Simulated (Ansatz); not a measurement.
Species: CH6Sn, SMILES `[CH3][SnH3]` (charge 0, multiplicity 1).

**Question.** Give a relaxed geometry from B3LYP-D3(BJ)/def2-TZVP in Ansatz (a first-principles code).

**Answer.** the end point of this relaxation (outside a Z-matrix the atoms follow the SMILES, hydrogens last).
Z-matrix (Å, degrees):
```
Sn
H 1 1.7141
H 1 1.7141 2 108.85
H 1 1.7142 2 108.86 3 -118.52
C 1 2.1581 2 110.08 3 120.73
H 5 1.0888 1 109.83 2 58.98
H 5 1.0888 6 109.11 1 120.44
H 5 1.0889 6 109.11 7 119.13
```
